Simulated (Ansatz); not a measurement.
Reactions of `[OH][Ti]12345678([F])([CH]9[CH]1[CH]2[CH]3[CH]94)[CH]1[CH]5[CH]6[CH]7[CH]18`.

Computed with Ansatz on PBE0-D4/def2-TZVP structures; ΔE is electronic, products minus reactants. CCSD(T)/CBS is the MP2 limit (def2-TZVPP, def2-QZVPP) plus CCSD(T) − MP2 in def2-TZVPP, frozen cores. This one scheme is used for every species. For Ti outer-core shells are correlated without core-valence functions, which leaves a few kJ/mol of doubt a bond. Scalar relativity is left out up to krypton. One conformer a species, not always the lowest.

(1) Order these by ΔE at CCSD(T)/CBS, lowest first. (An estimate is asked.)
A. `[OH][Ti]12345678([F])([C@H]9[C@@H]1[C@@H]2[C@@H]3[C@H]94)[C@H]1[C@@H]5[C@@H]6[C@@H]7[C@H]18` + H₂O → `[OH][Ti]12345678([OH])([C@H]9[C@@H]1[C@@H]2[C@@H]3[C@H]94)[C@H]1[C@@H]5[C@@H]6[C@@H]7[C@H]18` + H–F
B. `[OH][Ti]12345678([F])([C@H]9[C@@H]1[C@@H]2[C@@H]3[C@H]94)[C@H]1[C@@H]5[C@@H]6[C@@H]7[C@H]18` + HCl → `[F][Ti]12345678([Cl])([C@H]9[C@@H]1[C@@H]2[C@@H]3[C@H]94)[C@H]1[C@@H]5[C@@H]6[C@@H]7[C@H]18` + H₂O
C. `[OH][Ti]12345678([F])([C@H]9[C@@H]1[C@@H]2[C@@H]3[C@H]94)[C@H]1[C@@H]5[C@@H]6[C@@H]7[C@H]18` + H–F → `[F][Ti]12345678([F])([C@H]9[C@@H]1[C@@H]2[C@@H]3[C@H]94)[C@H]1[C@@H]5[C@@H]6[C@@H]7[C@H]18` + H₂O
D. `[OH][Ti]12345678([F])([C@H]9[C@@H]1[C@@H]2[C@@H]3[C@H]94)[C@H]1[C@@H]5[C@@H]6[C@@H]7[C@H]18` + CH₄ → `[CH3][Ti]12345678([OH])([C@H]9[C@@H]1[C@@H]2[C@@H]3[C@H]94)[C@H]1[C@@H]5[C@@H]6[C@@H]7[C@H]18` + H–F
E. `[OH][Ti]12345678([F])([C@H]9[C@@H]1[C@@H]2[C@@H]3[C@H]94)[C@H]1[C@@H]5[C@@H]6[C@@H]7[C@H]18` + HCl → `[OH][Ti]12345678([Cl])([C@H]9[C@@H]1[C@@H]2[C@@H]3[C@H]94)[C@H]1[C@@H]5[C@@H]6[C@@H]7[C@H]18` + H–F
F. `[OH][Ti]12345678([F])([C@H]9[C@@H]1[C@@H]2[C@@H]3[C@H]94)[C@H]1[C@@H]5[C@@H]6[C@@H]7[C@H]18` + CH₄ → `[CH3][Ti]12345678([F])([C@H]9[C@@H]1[C@@H]2[C@@H]3[C@H]94)[C@H]1[C@@H]5[C@@H]6[C@@H]7[C@H]18` + H₂O

Largest T1 diagnostic: 0.019, for `[OH][Ti]12345678([OH])([C@H]9[C@@H]1[C@@H]2[C@@H]3[C@H]94)[C@H]1[C@@H]5[C@@H]6[C@@H]7[C@H]18`.

Answers

(1) B (-62.2 kJ/mol), C (-51.1 kJ/mol), E (-13.4 kJ/mol), A (+54.2 kJ/mol), F (+112.2 kJ/mol), D (+163.0 kJ/mol).
